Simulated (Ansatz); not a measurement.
`Cc1ccsc1` + `O[Si](F)(F)F` → `CO[Si](F)(F)F` + `c1ccsc1` at 400 K and 1 bar (substitution at a C–C bond).

Isolated molecules relaxed with PBE0-D4/def2-TZVP in Ansatz; ΔE leaves out vibrations. CCSD(T)/CBS is the MP2 limit (def2-TZVPP, def2-QZVPP) plus CCSD(T) − MP2 in def2-TZVPP, frozen cores. Each species was taken in one conformer, which may not be the lowest.

```json
{"species": "`Cc1ccsc1`", "CCSD(T)/CBS energy (Eh)": "-591.64323", "H − E (kJ/mol)": "277.5", "S (J/(mol·K))": "351.5"}
{"species": "`O[Si](F)(F)F`", "CCSD(T)/CBS energy (Eh)": "-664.50577", "H − E (kJ/mol)": "88.8", "S (J/(mol·K))": "342.9"}
{"species": "`CO[Si](F)(F)F`", "CCSD(T)/CBS energy (Eh)": "-703.74509", "H − E (kJ/mol)": "170.7", "S (J/(mol·K))": "392.6"}
{"species": "`c1ccsc1`", "CCSD(T)/CBS energy (Eh)": "-552.37872", "H − E (kJ/mol)": "197.5", "S (J/(mol·K))": "301.7"}
```

H − E and S are ideal-gas, rigid-rotor, harmonic terms from PBE0-D4/def2-TZVP, for one conformer and one mirror image of each species. 1 Eh = 2625.50 kJ/mol, R = 8.31446 J/(mol·K).

Task: By hand: ΔE, ΔH, ΔS and ΔG.

Result: ΔE = (-703.74509) + (-552.37872) − (-591.64323) − (-664.50577) = 0.02519 Eh = 66.1 kJ/mol. Δ(H − E) = 170.7 + 197.5 − 277.5 − 88.8 = 1.9, so ΔH = 68.0 kJ/mol. ΔS = 392.6 + 301.7 − 351.5 − 342.9 = -0.1 J/(mol·K). ΔG = 68.0 − 400 × (-0.1)/1000 = 68.0 kJ/mol.

Task: By hand: the equilibrium constant, and the temperature at which ΔG would vanish if ΔH and ΔS stayed fixed.

Result: log₁₀ K = −ΔG/(RT ln 10) = -8.9. ΔH and −TΔS have one sign here, so there is no such temperature.

The number of gas molecules stays the same, so ΔS is small and ΔH decides. A doubt of 5 kJ/mol in ΔE shifts log₁₀ K by 0.7 here. Other conformers and mirror images would add mixing entropy, several J/(mol·K) or more a flexible species. Modes under 60 cm⁻¹, often nearly free rotors, make the harmonic entropy too high. These are equilibria of isolated gas molecules and say nothing of rates. Largest T1 diagnostic: 0.013 (customary marks: 0.02 for closed shells, 0.045 for open ones).

ΔS is within the doubt of such terms, so its sign, and with it that verdict, could turn.
